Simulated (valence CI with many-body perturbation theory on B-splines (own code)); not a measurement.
**I⁴⁷⁺: key properties**

Level of theory: valence CI with perturbative core correlation (CI+MBPT): four valence electrons over a frozen Dirac-Fock core [He], a basis of 11 s, 11 p, 9 d, 7 f, 5 g, 2 h, 1 i functions for each j, with the one-electron correlation potential Σ1, the two-electron term Σ2, the three-electron term Σ3, Breit, model QED; selected CI, second order for the rest (own B-spline code, finite nucleus).

The last digits are not significant, and no measured levels were compared; by estimate large intervals hold to a few tenths of a per cent, small ones and those within an open d or f shell to about a per cent. Among the levels kept, up to 260 cm⁻¹ of a level comes from second order outside the variational space, and about a tenth of that is noise between levels of different J, which matters for small intervals.

Levels are named by their leading jj configuration (3d3/2^4 stands for four electrons in 3d with j = 3/2), which in mixed levels can hold well under half, so a name can repeat and another be missing.

Rates and lifetimes use the calculated energies. Strong lines usually hold to 10 to 20 %, long lifetimes can be off by a factor of two.

Q: What is the ground level?

A: (2s^2 2p1/2^2) J=0, composition 71 % 2s²2p² ³P + 29 % 2s²2p² ¹S.

Q: Name the longest-lived excited levels whose lifetime is computed, and their main decay.

A: (2s^2 2p1/2 2p3/2) J=2 at 23.57 Ry lives 4.06 μs, mostly by E2 to (2s^2 2p1/2^2) J=0; (2s^2 2p1/2 2p3/2) J=1 at 22.44 Ry lives 5.33 ns, mostly by M1 to (2s^2 2p1/2^2) J=0.

Q: How well does LS coupling describe the low levels?

A: Among the lowest 20 levels the leading LS term, summed over configurations, holds 66 % on average. For single configurations the figures are 66 % in LS and 99 % in jj coupling. Terms mix most in the J = 1 level at 40.10 Ry, where the leading one holds 37 %.

Q: Where does the other parity begin?

A: At (2s 2p1/2^2 2p3/2) J=2, 35.72 Ry.

Q: What is the ionisation energy?

A: 8602.1 eV; NIST lists 8601 ± 4 eV (theoretical).
